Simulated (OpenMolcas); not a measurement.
## Cl+: effect of the IPEA shift

```
Program             : OpenMolcas
Basis               : ANO-R3 [6s5p4d3f1g]
Scalar Hamiltonian  : X2C, finite nucleus
Active space        : 6 electrons in 4 orbitals (3s 3p)
State averaging     : 2S+1 = 3 even, 3 roots; 2S+1 = 1 even, 6 roots; 2S+1 = 3 odd, 3 roots; 2S+1 = 1 odd, 3 roots
Spin-orbit coupling : state interaction with AMFI integrals over the reference wave functions, term energies averaged over their components
```

Methods on the same reference wave functions:
A. CASSCF
B. SS-CASPT2, IPEA 0 Eh, imaginary shift 0.1 Eh (closed shells correlated: 2s 2p)
C. SS-CASPT2, IPEA 0.25 Eh, imaginary shift 0.1 Eh (closed shells correlated: 2s 2p)

Energies in cm-1 above 3s2 3p4 3P2, the measured ground level; measured values from NIST Handbook of Basic Atomic Spectroscopic Data.

```json
{"Level": "3s2 3p4 3P2", "A": "0.0", "B": "0.0", "C": "0.0", "Measured": "0.0"}
{"Level": "3s2 3p4 3P1", "A": "649", "B": "652", "C": "652", "Measured": "696"}
{"Level": "3s2 3p4 3P0", "A": "936", "B": "941", "C": "941", "Measured": "996"}
{"Level": "3s2 3p4 1D2", "A": "14429", "B": "12160", "C": "11740", "Measured": "11654"}
{"Level": "3s2 3p4 1S0", "A": "26655", "B": "28460", "C": "27840", "Measured": "27878"}
{"Level": "3s 3p5 3P* 2", "A": "116937", "B": "99380", "C": "102930", "Measured": "93368"}
{"Level": "3s 3p5 3P* 1", "A": "117572", "B": "100010", "C": "103570", "Measured": "94000"}
{"Level": "3s 3p5 3P* 0", "A": "117895", "B": "100340", "C": "103890", "Measured": "94334"}
{"Level": "3s 3p5 1P* 1", "A": "171749", "B": "142020", "C": "145070", "Measured": ""}
```

Deviations, from unrounded energies. A percentage is the sum of absolute deviations over the sum of measured energies, with the sign that they share, or ± where signs differ.

```tsv
Against measurement	Levels	A	B	C
mean absolute deviation (cm-1)	7	11000	2700	4100
fine structure of the ground term (%)	2	-6.3	-5.9	-5.9
other terms of the ground configuration (%)	2	±10.1	+2.7	±0.3
other configurations (%)	3	+25.1	+6.4	+10.2
```

B lies closest to measurement on these levels and A furthest from it. The largest miss of B in the table is 3s 3p5 3P* 1, by +6000 cm-1. The ranking rests on the paired levels alone, and a cruder setting can come out closer through cancelling errors.

Between B and C the level of the table that moves most is 3s 3p5 3P* 2, by 3600 cm-1 (lowest in B, highest in C). Moves below CASPT2's spread within the term are not significant.

From A to B the spin-free energies of the other terms of 3s2 3p4 shown, above 3P, scale by factors of 0.84 to 1.07.

The lowest spin-free term lies below A's lowest term by 0.437 hartree in B, 0.428 hartree in C.

Term energies are means over components that CASPT2 splits; among the terms shown or strongly mixed into the levels shown the widest spread is 160 cm-1 (3s2 3p4 1D, C). Over all roots computed the reference weight is 0.82 to 0.94 in B, 0.86 to 0.95 in C; the roots of lowest weight are the least certain, and an intruder state may touch them. Terms of s pⁿ other than that of highest spin mix with s² pⁿ⁻² d, which this space lacks; all of them can be thousands of cm-1 off, and some have no real level of that name. Without dynamic correlation excited terms often stand tens of per cent too high (terms of higher spin than the ground term too low), and those without a measured partner can miss by more than the paired ones (holds for A). Computed and measured levels are paired by configuration, term and J; levels that our copy of the source lacks, or whose pairing is in doubt (as where it misses far off the trend of its configuration), stay unpaired and out of the deviations. Levels of configurations outside the active space are missing.

* marks odd parity.
